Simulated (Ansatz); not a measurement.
`N[CH2][GaH][SiH3]` + H₂ → `[SiH3][GaH2]` + CH₃NH₂  (hydrogenolysis of a Ga–C bond)

Isolated molecules relaxed with PBE0-D4/def2-TZVP in Ansatz; ΔE leaves out vibrations. CBS: MP2 limit from def2 TZ/QZ plus the TZ coupled-cluster correction, frozen cores. This one scheme is used for every species. For Ga outer-core shells are correlated without core-valence functions, which leaves a few kJ/mol of doubt a bond. Scalar relativity is left out up to krypton. One conformer a species, not always the lowest.

| level | ΔE (kJ/mol) |
| --- | --- |
| CCSD(T)/def2-TZVPP | -37.9 |
| HF/def2-QZVPP | -73.4 |

(1) What does CCSD(T)/CBS give? (Best estimate.)

Largest T1 diagnostic among the species: 0.013.

Results:

(1) Ansatz gave: -33.1 kJ/mol. The listed levels differ from it by -4.8, -40.3 kJ/mol.

From PBE to PBE0 (25 % exact exchange), in def2-TZVPP and without D4, ΔE moves by −5.6 kJ/mol. The D4 term adds +11.8 kJ/mol with B3LYP and +6.6 kJ/mol with PBE0; it sums over pairs of atoms, weighted by their polarisabilities, and B3LYP, whose exchange is more repulsive, gets the larger term.

B3LYP here is the variant with VWN-RPA as its local correlation; programs differ in this.
